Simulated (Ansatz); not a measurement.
Basis-set series for `N[CH](N)[GaH][Cl]`. The species carries charge 0 and has multiplicity 1. All single points use the PBE0-D4/def2-TZVP geometry. It is one conformer, not always the lowest.

```tsv
functional	basis	functions	energy (Eh)	HOMO (eV)	LUMO (eV)
PBE0-D4	def2-SVP	122	-2535.24396	-6.71	0.29
PBE0-D4	def2-TZVPP	267	-2535.82260	-6.84	0.02
ωB97M-V	def2-SVP	122	-2535.61987	-8.90	1.97
ωB97M-V	def2-TZVPP	267	-2536.20226	-9.06	1.60
```

Task: Give the rows for def2-QZVPP. (An estimate is asked.)

Result: Ansatz gave: 
| functional | basis | functions | energy (Eh) | HOMO (eV) | LUMO (eV) |
| --- | --- | --- | --- | --- | --- |
| PBE0-D4 | def2-QZVPP | 510 | -2535.88849 | -6.89 | -0.17 |
| ωB97M-V | def2-QZVPP | 510 | -2536.26577 | -9.11 | 1.12 |

Positive LUMOs are unbound and depend on the basis. Scalar relativity is left out up to krypton.
